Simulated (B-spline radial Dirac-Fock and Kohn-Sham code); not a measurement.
Two-hole binding energies of Ho²²⁺

System: holmium as Ho²²⁺ in the configuration [Kr] 4d9.

The run's input, task.json:

```json
{"items": [{
  "Z": 67,
  "q": 22,
  "cfg": [[1, 0, 2], [2, 0, 2], [2, 1, 6], [3, 0, 2], [3, 1, 6], [3, 2, 10], [4, 0, 2], [4, 1, 6], [4, 2, 9]],
  "A": 165,
  "rrms": 5.2022,
  "do": ["binding", "quiet", "double"]
}]}
```

Run with: `python xray_run.py task.json out`

Method: ΔSCF Dirac-Fock with Breit, self-energy and vacuum polarisation, finite nucleus, configuration average. Computed with a radial B-spline solver. U is the two-hole binding energy less the two single-hole energies, the effective repulsion of the holes after relaxation. Each two-hole energy is an average over J within one jj subconfiguration.

```tsv
holes	E(a) (eV)	E(b) (eV)	E(ab) (eV)	U (eV)
1s⁻²	56276.0	56276.0	113781.5	1229.5
1s⁻¹ 2p3/2⁻¹	56276.0	8736.8	65342.2	329.4
1s⁻¹ 3d3/2⁻¹	56276.0	2057.8	58452.0	118.2
2s⁻¹ 2p1/2⁻¹	10067.0	9583.2	19863.8	213.6
2s⁻¹ 2p3/2⁻¹	10067.0	8736.8	19007.6	203.7
2p3/2⁻²	8736.8	8736.8	17712.1	238.5
2s⁻¹ 3p1/2⁻¹	10067.0	2593.0	12771.4	111.3
2s⁻¹ 3p3/2⁻¹	10067.0	2412.2	12585.3	106.0
2p1/2⁻¹ 3s⁻¹	9583.2	2802.8	12493.9	108.0
2s⁻¹ 3d3/2⁻¹	10067.0	2057.8	?	?
2p1/2⁻¹ 3p3/2⁻¹	9583.2	2412.2	12105.2	109.8
2p1/2⁻¹ 3d3/2⁻¹	9583.2	2057.8	11755.4	114.5
2p3/2⁻¹ 3s⁻¹	8736.8	2802.8	11646.3	106.7
3d3/2⁻²	2057.8	2057.8	4209.5	93.9
```

**Question.** Give the missing two-hole energy and U.

**Answer.** E(ab) = 12240.8 eV and U = 116.0 eV.
